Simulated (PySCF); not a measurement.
BeBrH. Atoms are numbered in the order given.

```xyz
3

Be     0.0000     0.0000    -1.6782
H      0.0000     0.0000    -3.0062
Br     0.0000     0.0000     0.2777
```
Charge 0, spin multiplicity 1.

The structure is a stationary point at PBE0-D3(BJ)/def2-TZVPD.

Computed with PBE0/pcSseg-2 (PySCF).

GIAO shieldings, no solvent; atoms alike by connectivity are averaged. δ = σ(ref) − σ: ¹H against TMS (σ = 31.54 ppm), references at their B3LYP-D3(BJ)/def2-TZVP geometries, non-relativistic (without spin–orbit terms, shifts of atoms bonded to Cl or Br come out too high).

Computed chemical shifts:
| nucleus | atoms | count | δ (ppm) |
|---|---|---|---|
| ¹H | H2 | 1 | 3.56 |
